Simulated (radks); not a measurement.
The numbers below are computed, except where a source is named.
These are the eigenvalues of the occupied orbitals of an atom or ion with whole-number occupations (hartree). Level of theory: scalar-relativistic Kohn-Sham, r2SCAN, spin-unpolarised, spherical densities, finite nucleus; meta-GGA in the generalised Kohn-Sham scheme; Fermi nuclear charge, rms radius of each element as measured or else 0.836 A^(1/3) + 0.57 fm (a radial shooting solver on a logarithmic mesh with Libxc functionals).

| orbital | eigenvalue |
|---|---|
| 1s | -1427.355 |
| 2s | -228.7314 |
| 2p | -204.9866 |
| 3s | -49.94722 |
| 3p | -42.32016 |
| 3d | -31.37324 |
| 4s | -10.95460 |
| 4p | -8.45862 |
| 4d | -4.83359 |
| 5s | -2.36760 |
| 5p | -1.72341 |
| 5d | -0.88296 |

Which element is it, and in what charge state? The configuration may be excited.

Answer. Z = 57, lanthanum, charge +3: La3+ in [Kr] 4d10 5s2 5p5 5d1. The list shows which subshells hold electrons but not how many an open one holds; the 1s level, -1427.4 hartree, gives Z - s = 53.4 by -(Z - s)^2/2, which with screening and relativity narrows Z to a few neighbours, and the depths of the outer levels then fix element, charge and occupations together.
